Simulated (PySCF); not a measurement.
Interval between two levels of Bi⁺ by level of theory

Bi⁺ [Xe] 4f14 5d10 6s2 6p2 [3P2, M_J = 2] → Bi⁺ [Xe] 4f14 5d10 6s1 6p3 [5S2, M_J = 2], as a difference of total energies. Computed with PySCF 2.14 in x2c-TZVPall-2c, with the two-component X2C-1e Hamiltonian. Correlated levels: [Kr] 4d10 4f14 frozen; the 24 highest virtual spinors dropped. "Screened" scales the spin-orbit matrix elements by Boettger's factors to mimic the two-electron term; Breit and QED terms are absent.

```json
{"method": "GHF (screened spin-orbit)", "interval between two levels (cm⁻¹)": "47319"}
{"method": "GMP2 (screened spin-orbit)", "interval between two levels (cm⁻¹)": "60693"}
```

The labels give the starting determinants; with spin-orbit coupling the two ends relaxed to ⟨J²⟩ = 6.01, ⟨L²⟩ = 3.93, ⟨S²⟩ = 1.38 and ⟨J²⟩ = 6.01, ⟨L²⟩ = 0.41, ⟨S²⟩ = 5.83.
